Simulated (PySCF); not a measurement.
Species: C7H8ClN.
Numbering: `[CH2:1]=[C:2]([CH3:3])/[CH:4]=[C:5](\[Cl:6])[CH2:7][C:8]#[N:9]` (hydrogens: H10, H11 on C1; H12, H13, H14 on C3; H15 on C4; H16, H17 on C7)

Structure used (PBE0-D3(BJ)/def2-SVP), in Å, numbered top down from 1:
```xyz
17
C7H8ClN angstrom
C     -2.360   -0.624   -0.305
C     -1.462    0.216    0.247
C     -1.875    1.572    0.737
C     -0.080   -0.252    0.342
C      1.041    0.309    0.827
Cl     1.150    1.897    1.515
C      2.364   -0.411    0.834
C      3.389    0.245    0.023
N      4.210    0.750   -0.616
H     -2.070   -1.614   -0.668
H     -3.410   -0.342   -0.409
H     -2.953    1.719    0.585
H     -1.336    2.371    0.207
H     -1.653    1.699    1.806
H      0.074   -1.260   -0.058
H      2.229   -1.439    0.464
H      2.746   -0.483    1.867
```

Level: CAM-B3LYP/def2-SVPD in PySCF, non-relativistic, on one gas-phase PBE0-D3(BJ)/def2-SVP geometry that isn't relaxed in the solvent. The solvent is an IEF-PCM continuum (Bondi radii, 1.10 Å for H, scaled by 1.2), and excitations are vertical TDDFT with non-equilibrium linear response and a frozen core. The model holds no explicit solvent molecules, cavitation or dispersion.

```tsv
run	E − E(gas) (kcal/mol)	HOMO (eV)	HOMO–LUMO gap (eV)	dipole (D)	lowest singlet (eV)	static polarisability (au)
gas	0.00	-8.22	7.80	4.55	5.40	107.2
P	-7.23	-7.97	7.80	5.80	5.22	141.3
Q	-6.00	-8.00	7.80	5.58	5.21	134.8
```

Question: The runs were made in chloroform and dichloromethane. Which run belongs to which solvent?

Answer: P = dichloromethane, Q = chloroform. The dielectric constants are 4.711 (chloroform), 8.93 (dichloromethane), and the energy falls further as ε rises. The optical constants n² used for the excitations are 2.09, 2.03 in the same order. In this model the ground state sees the solvent through ε alone.

Question: How constant is the ratio of the lowering to (ε − 1)/(2ε + 1)?

Answer: 
| solvent | (ε − 1)/(2ε + 1) | E − E(gas) (kcal/mol) | ratio (kcal/mol) | polarisation term (kcal/mol) |
| --- | --- | --- | --- | --- |
| chloroform | 0.356 | -6.00 | -16.9 | -7.02 |
| dichloromethane | 0.420 | -7.23 | -17.2 | -8.73 |

The ratio changes by +2.1 % in size from chloroform to dichloromethane. The polarisation term is half the interaction of the solute with the induced surface charges.
